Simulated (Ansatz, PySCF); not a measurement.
Pair of molecules: HF (SMILES F) (first 2 atoms) with C2H4 (SMILES C=C); geometry from B3LYP-D3(BJ)/def2-TZVP, rigid monomers moved along the line of their centres of mass till H2···C3 is 2.55 Å.
(charge 0, multiplicity 1):
```xyz
8

F     -0.2339     0.8565     0.5851
H     -0.1684     0.5554     1.4687
C     -0.5205     0.1403     3.9575
C      0.5216    -0.6137     3.6247
H     -0.3979     1.1599     4.3022
H     -1.5348    -0.2368     3.9065
H      0.3995    -1.6363     3.2888
H      1.5365    -0.2396     3.6845
```

Quantity: the interaction energy.

Interaction energies are E(AB) − E(A) − E(B) at the monomers' geometry in the complex; basis-set methods are counterpoise corrected.

Frozen-core correlation. CBS(a, b) extrapolates the correlation energy as X⁻³ and adds the Hartree–Fock energy of set b.

The values were computed with Ansatz (Gaussian basis) for Hartree–Fock, density functionals and correlated methods; PySCF for the dispersion terms. 

Costs are ratios of core time to PBE/def2-TZVPPD (roughly 3 s), for whole runs (searches for the state included, and forces where a run took them) on one shared machine, so rough; each difference counts from -16.9 kJ/mol (MP2/CBS(aug-cc-pVDZ, aug-cc-pVTZ) + ΔCCSD(T)/aug-cc-pVDZ, a level with limits of its own).

```
level                      basis functions  cost  difference (kJ/mol)
-------------------------  ---------------  ----  -------------------
PBE/def2-TZVPPD                        199    ×1                 -1.0
PBE-D3(BJ)/def2-TZVPPD                 199    ×1                 -3.5
B3LYP/def2-TZVPPD                      199    ×1                  1.3
B3LYP-D3(BJ)/def2-TZVPPD               199    ×1                 -2.4
r2SCAN/def2-TZVPPD                     199    ×1                 -1.9
r2SCAN-D3(BJ)/def2-TZVPPD              199    ×1                 -2.7
PBE0/def2-TZVPPD                       199    ×1                 -1.0
PBE0-D3(BJ)/def2-TZVPPD                199    ×1                 -3.1
MP2/aug-cc-pVTZ                        253    ×3                 -0.3
wB97M-V/def2-TZVPPD                    199    ×3                 -1.4
wB97X-V/def2-TZVPPD                    199    ×4                 -1.5
CCSD(T)/aug-cc-pVDZ                    114    ×6                  1.9
```

Ansatz is a first-principles code.
